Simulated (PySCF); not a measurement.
CH7BO2Si, SMILES [SiH3]CB(O)O.

Geometry optimised at B3LYP-D3(BJ)/def2-SVP. The structure was generated by enumeration, and PubChem lists no compound with its InChIKey, so it may never have been made. One conformer was computed; it need not be the lowest.

Calculation: B3LYP-D3(BJ)/def2-SVP run with PySCF.

Frequencies are harmonic and unscaled.

```csv
mode,ν (cm⁻¹),IR (km/mol),moving atoms (share of kinetic energy)
1,46,2.3,"O 45 %, H 26 %, C 16 %, Si 12 %"
2,128,2.8,"H 40 %, O 23 %, Si 23 %, C 12 %"
3,162,1.2,"H 69 %, O 15 %, Si 10 %"
4,347,5.1,"O 39 %, H 38 %, B 9 %, C 8 %"
5,450,2.0,"O 44 %, H 26 %, C 19 %"
6,480,3.3,"H 85 %, O 15 %"
7,506,23.0,H 86 %
8,545,97.0,"H 80 %, B 9 %"
9,571,53.7,"H 58 %, B 38 %"
10,606,14.3,"H 39 %, O 20 %, Si 17 %, B 14 %, C 10 %"
11,759,55.3,"C 40 %, H 36 %, Si 13 %"
12,813,24.6,"H 40 %, C 30 %, O 25 %"
13,822,60.7,"H 39 %, C 30 %, B 16 %, O 10 %"
14,944,237.4,H 92 %
15,955,90.0,H 97 %
16,961,38.5,H 97 %
17,990,96.7,"H 85 %, O 13 %"
18,1012,60.1,"H 80 %, O 14 %"
19,1029,156.9,"H 79 %, O 14 %"
20,1100,25.3,"H 62 %, C 31 %"
21,1338,392.0,"B 55 %, O 21 %, H 20 %"
22,1410,74.9,"H 78 %, C 11 %, B 9 %"
23,1470,227.7,"B 70 %, O 17 %, H 11 %"
24,2200,117.8,H 97 %
25,2218,114.9,H 97 %
26,2224,104.5,H 97 %
27,3031,3.3,H 95 %
28,3085,8.4,"H 91 %, C 9 %"
29,3880,60.0,H 94 %
30,3892,64.7,H 94 %
```
